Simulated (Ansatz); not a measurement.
Reaction (isomerisation): `CSBO[SiH3]` → `O[SiH2]CBS`

Isolated molecules relaxed with PBE0-D4/def2-TZVP in Ansatz; ΔE leaves out vibrations. CCSD(T)/CBS adds triple-zeta CCSD(T) − MP2 to the extrapolated MP2 energy (def2 sets, frozen cores). Functionals use def2-TZVPP. B3LYP here is the variant with VWN-RPA as its local correlation; programs differ in this. Each species was taken in one conformer, which may not be the lowest.

(1) Is it downhill or uphill in electronic energy at CCSD(T)/CBS, and by how much? (Best estimate.)

(2) What do these levels give: r2SCAN-D4, B3LYP-D4, B2PLYP, PBE, r2SCAN, B3LYP, HF/def2-TZVPP, CCSD/def2-TZVPP, CCSD(T)/def2-TZVPP, HF/def2-QZVPP, SCS-MP2/def2-QZVPP, CCSD/CBS(def2)? (Best estimate.)

Largest T1 diagnostic among the species: 0.013.

Answers

(1) Computed: Uphill: ΔE = +45.6 kJ/mol.

(2) Ansatz gave: r2SCAN-D4 44.3, B3LYP-D4 52.7, B2PLYP 51.7, PBE 43.1, r2SCAN 44.6, B3LYP 54.0, HF/def2-TZVPP 63.9, CCSD/def2-TZVPP 46.3, CCSD(T)/def2-TZVPP 45.7, HF/def2-QZVPP 65.1, SCS-MP2/def2-QZVPP 50.7, CCSD/CBS(def2) 46.1 kJ/mol.

In def2-TZVPP, CCSD(T) changes the Hartree–Fock value by −18.2 kJ/mol (the triples alone add −0.5 kJ/mol) and MP2 by −20.0 kJ/mol.
